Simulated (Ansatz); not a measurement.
`[OH][SnH2][F]` + CH₃OH → `C[O][SnH2][F]` + H₂O at 400 K and 1 bar (ligand exchange at the Sn–O bond).

Gas-phase electronic energies from Ansatz, PBE0-D4/def2-TZVP geometries. CCSD(T)/CBS adds triple-zeta CCSD(T) − MP2 to the extrapolated MP2 energy (def2 sets, frozen cores). This one scheme is used for every species. def2 core potentials past Kr. For Sn outer-core shells are correlated without core-valence functions, which leaves a few kJ/mol of doubt a bond. One conformer a species, not always the lowest.

```
        species  CCSD(T)/CBS energy (Eh)  H − E (kJ/mol)  S (J/(mol·K))
`[OH][SnH2][F]`               -390.83308            99.9          332.9
          CH₃OH               -115.61712           151.2          252.6
`C[O][SnH2][F]`               -430.07156           180.6          379.6
            H₂O                -76.37941            69.8          198.6
```

H − E and S are ideal-gas, rigid-rotor, harmonic terms from PBE0-D4/def2-TZVP, for one conformer and one mirror image of each species. 1 Eh = 2625.50 kJ/mol, R = 8.31446 J/(mol·K).

Problem. By hand: ΔE, ΔH, ΔS and ΔG.

Solution. ΔE = (-430.07156) + (-76.37941) − (-390.83308) − (-115.61712) = -0.00077 Eh = -2.0 kJ/mol. Δ(H − E) = 180.6 + 69.8 − 99.9 − 151.2 = -0.7, so ΔH = -2.7 kJ/mol. ΔS = 379.6 + 198.6 − 332.9 − 252.6 = -7.3 J/(mol·K). ΔG = -2.7 − 400 × (-7.3)/1000 = 0.2 kJ/mol.

Problem. By hand: the equilibrium constant, and the temperature at which ΔG would vanish if ΔH and ΔS stayed fixed.

Solution. log₁₀ K = −ΔG/(RT ln 10) = 0.0. ΔG = 0 at ΔH/ΔS = 370 K, though so small a ΔH makes that figure unsure.

TΔS isn't small against ΔH here. The sign of ΔG lies within the doubt. A doubt of 5 kJ/mol in ΔE shifts log₁₀ K by 0.7 here. Other conformers and mirror images would add mixing entropy, several J/(mol·K) or more a flexible species. These are equilibria of isolated gas molecules and say nothing of rates. Largest T1 diagnostic: 0.014 (customary marks: 0.02 for closed shells, 0.045 for open ones).
